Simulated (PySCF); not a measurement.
Ligands exchanged one at a time, B Br-OH. Gas-phase values, no solvent. One relaxed conformer stands for each flexible species; it need not be the lowest. Strings in code marks are SMILES.

These are ωB97X-D3(BJ)/def2-TZVP // PBE0-D3(BJ)/def2-TZVP run with PySCF values and carry that method's errors. Delta-SCF ions had no search for a lower state. Excitations are Tamm–Dancoff values on a coarser integration grid. The basis has no diffuse functions, so Rydberg states are missing or too high.

```tsv
species	HOMO (eV)	S1 excitation (TDA) (eV)	vertical ionisation energy (Delta-SCF) (eV)	S1 oscillator strength
0 of 3 Br replaced by OH	-10.71	5.16	10.84	0.000
1 of 3 Br replaced by OH (`OB(Br)Br` (H–O–B–Br torsion 0°))	-10.75	6.54	10.91	0.000
2 of 3 Br replaced by OH	-10.62	7.90	10.89	0.000
3 of 3 Br replaced by OH (`OB(O)O`)	-11.96	8.67	12.29	0.000
```
